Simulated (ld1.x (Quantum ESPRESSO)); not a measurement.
**An all-electron radial function and its pseudo partner (C)**

Columns: radius, all-electron u(r) and pseudo u(r) of the 2s shell (level -13.75 eV) of carbon in the configuration [He] 2s2 2p2; PBE, scalar-relativistic, PAW scheme, ld1.x (Quantum ESPRESSO) 7.5.

```
r (bohr)  all-electron   pseudo
   0.165        0.3422  -0.2021
   0.330        0.0941  -0.3892
   0.495       -0.2328  -0.5486
   0.660       -0.4983  -0.6725
   0.825       -0.6782  -0.7581
   0.990       -0.7792  -0.8071
   1.155       -0.8183  -0.8240
   1.320       -0.8134  -0.8136
   1.485       -0.7798  -0.7798
   1.650       -0.7287  -0.7287
   1.815       -0.6685  -0.6685
   1.980       -0.6050  -0.6050
   2.145       -0.5417  -0.5417
   2.310       -0.4811  -0.4811
   2.475       -0.4244  -0.4244
   2.640       -0.3725  -0.3725
   2.805       -0.3256  -0.3256
   2.970       -0.2836  -0.2836
   3.135       -0.2464  -0.2464
   3.300       -0.2135  -0.2135
   3.465       -0.1847  -0.1847
   3.630       -0.1595  -0.1595
   3.795       -0.1374  -0.1374
   3.960       -0.1184  -0.1184
   4.125       -0.1018  -0.1018
   4.290       -0.0874  -0.0874
```

How many radial nodes do the two functions have?

The all-electron 2s function has n − l − 1 = 1; the pseudo-wave has 0, since the states of the same l below it are removed with the core.

At about which radius was the pseudo-wave matched?

1.40 bohr, where the columns begin to agree (steps of 0.17 bohr).

Is the pseudo-wave norm-conserving?

No, it belongs to a PAW set: the norm inside the radius is not constrained, and the difference is carried by the augmentation charge.
